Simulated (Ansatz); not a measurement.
Gas-phase electronic energies from Ansatz, PBE0-D4/def2-TZVP geometries. CCSD(T)/CBS is the MP2 limit (def2-TZVPP, def2-QZVPP) plus CCSD(T) − MP2 in def2-TZVPP, frozen cores. This one scheme is used for every species. Functionals use def2-TZVPP. B3LYP here is the variant with VWN-RPA as its local correlation; programs differ in this. For Ge outer-core shells are correlated without core-valence functions, which leaves a few kJ/mol of doubt a bond. Scalar relativity is left out up to krypton. Each species was taken in one conformer, which may not be the lowest.

Consider the cleavage of the Ge–Si bond: `[NH2][GeH2][SiH2]F` + `N[SiH2]S` → `N[SiH2][S][GeH2][NH2]` + `F[SiH3]`.

`[NH2][GeH2][SiH2]F`:

Cartesian coordinates in Å:
```
N 1.739 0.688 0.098
Ge 0.491 -0.650 0.354
Si -1.592 0.104 -0.528
F -1.520 0.227 -2.126
H 1.520 1.548 0.582
H 2.680 0.417 0.349
H 0.280 -1.044 1.841
H 1.025 -1.887 -0.389
H -1.940 1.445 0.013
H -2.683 -0.849 -0.194
```

`N[SiH2]S`:

```xyz
8

N     1.057    0.554   -0.788
Si    0.100   -0.201    0.405
S    -1.908   -0.532   -0.289
H     1.676    0.009   -1.364
H     0.774    1.408   -1.240
H    -0.028    0.626    1.631
H     0.788   -1.478    0.717
H    -2.460   -0.386    0.927
```

`N[SiH2][S][GeH2][NH2]`:

Cartesian coordinates in Å:
```
N -0.248 0.376 1.716
Si 0.116 1.584 0.542
S -1.013 1.230 -1.216
Ge -0.687 -0.996 -1.348
N 0.982 -1.569 -0.870
H 0.378 0.263 2.500
H -1.206 0.247 2.005
H 1.585 1.486 0.336
H -0.211 2.989 0.912
H -0.910 -1.325 -2.830
H -1.698 -1.695 -0.432
H 1.177 -1.406 0.109
H 1.734 -1.184 -1.425
```

`F[SiH3]`:

Z-matrix (Å, degrees):
```
Si
F 1 1.600
H 1 1.482 2 108.3
H 1 1.482 2 108.3 3 -120.0
H 1 1.482 2 108.3 3 120.0
```

(1) Is it downhill or uphill in electronic energy at CCSD(T)/CBS, and by how much? (An estimate is asked.)

(2) What do these levels give: PBE-D4, B3LYP-D4, ωB97M-V, PBE0, SCS-MP2/def2-QZVPP, MP2/CBS(def2)? (Estimate.)

Largest T1 diagnostic among the species: 0.011.

## Answers

(1) The calculation gave: Downhill: ΔE = -69.0 kJ/mol.

(2) Computed: PBE-D4 -60.3, B3LYP-D4 -67.2, ωB97M-V -70.1, PBE0 -57.8, SCS-MP2/def2-QZVPP -76.4, MP2/CBS(def2) -79.0 kJ/mol.

From PBE to PBE0 (25 % exact exchange), in def2-TZVPP and without D4, ΔE moves by −4.8 kJ/mol. The D4 term adds −11.7 kJ/mol with B3LYP and −6.5 kJ/mol with PBE0; it sums over pairs of atoms, weighted by their polarisabilities, and B3LYP, whose exchange is more repulsive, gets the larger term.
